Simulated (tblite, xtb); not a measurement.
Cl2O2W, triplet, geometry from GFN2-xTB (such geometries of metal compounds can be far from the true shape) (the multiplicity is a formal guess). Base run: GFN1-xTB (xtb 6.7.1).

Geometry (Å):
```xyz
5

W      0.3743    -0.0742     0.1227
O      1.4927    -0.6283    -1.0139
O      0.7482     0.1844     1.7485
Cl    -0.9795     1.6054    -0.7363
Cl    -1.7045    -1.0737    -0.1435
```
Charge 0, spin multiplicity 3.
All else is at xtb's defaults.
Base energy -20.23358 Eh.

Programs used: tblite, xtb; a row that names a program was run with it.

Each row names what was changed in the base input (with any setting that the change needs).

```
change                                                      ΔE vs base (kJ/mol)  dipole (D)  G_solv (kcal/mol)  SCF cycles
----------------------------------------------------------  -------------------  ----------  -----------------  ----------
base                                                                       0.00        3.18                  -          19
gbsa = acetonitrile                                                       -44.5        4.15             -11.59          15
alpb = chcl3                                                              -33.1        4.00              -8.44          15
alpb = ch2cl2                                                            -25.83        4.55              -7.35          14
etemp = 10000                                                            -261.1        1.76                  -           9
program = tblite; method = gfn1; option = (--etemp, 2000)                -15.41           -                  -           -
acc = 0.1                                                                  0.00        3.18                  -          20
file = coord                                                               0.00        3.18                  -          19
etemp = 5000                                                              -79.7        2.01                  -          11
etemp = 3000                                                              -31.7        2.26                  -          12
program = tblite; method = gfn1; option = --grad                           0.00           -                  -           -
program = tblite; method = gfn1; option = --spin-polarized               -20.91           -                  -           -
```

ALPB and GBSA are two models with their own fitted parameters for each solvent, which aren't always the measured dielectric constant.
